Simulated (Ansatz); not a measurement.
The pair A = H2O (SMILES O) (first 3 atoms), B = GeH4 (SMILES [GeH4]); geometry from B3LYP-D3(BJ)/def2-TZVP.
(charge 0, multiplicity 1):
```xyz
8

O      0.26205    -0.12402     0.40074
H     -0.65296     0.03343     0.14499
H      0.70211     0.72734     0.30544
Ge    -0.16708    -0.04857     3.64647
H     -0.39701     0.03526     5.16803
H     -0.59679     1.28945     3.02324
H     -1.02017    -1.18811     3.07656
H      1.32104    -0.29882     3.37809
```

Correlated levels freeze the cores. Filled d and f shells under p-block atoms count as core. MP2 and its Hartree–Fock in aug-cc-pVQZ are density fitted.

Codes used: Ansatz (a quantum-chemistry and plane-wave program). Each number belongs to the level named beside it.

The counterpoise-corrected interaction energy is E(AB) − E(A in the pair's basis) − E(B in the pair's basis). Total energies (hartree):

```csv
level,AB,A in the pair's basis,B in the pair's basis
HF/aug-cc-pVTZ,-2153.7782282,-76.0602599,-2077.7180896
MP2/aug-cc-pVTZ,-2154.1904472,-76.3292121,-2077.8593676
HF/aug-cc-pVQZ,-2153.7875548,-76.0655708,-2077.7220908
MP2/aug-cc-pVQZ,-2154.2247440,-76.3518953,-2077.8708627
CCSD(T)/aug-cc-pVTZ,-2154.2360144,-76.3425573,-2077.8914296
```

Work out the counterpoise-corrected interaction energy at the basis-set limit: extrapolate the MP2 correlation part as X⁻³, take Hartree–Fock from the larger set, and add the CCSD(T) − MP2 difference of aug-cc-pVTZ.


1. Differences (1 hartree = 627.509 kcal/mol): HF/aug-cc-pVTZ 0.076; MP2/aug-cc-pVTZ -1.172; HF/aug-cc-pVQZ 0.067; MP2/aug-cc-pVQZ -1.246; CCSD(T)/aug-cc-pVTZ -1.272.
2. Correlation parts, MP2 less HF: -1.248 in aug-cc-pVTZ (X = 3), -1.313 in aug-cc-pVQZ (X = 4).
3. Limit (4³·(-1.313) − 3³·(-1.248))/(4³ − 3³) = -1.361; with HF/aug-cc-pVQZ it gives -1.294.
4. CCSD(T) less MP2 in aug-cc-pVTZ: -0.100.
Result: -1.39 kcal/mol, against -1.17 at MP2/aug-cc-pVTZ. It is an estimate of this method's limit, not of the exact value.
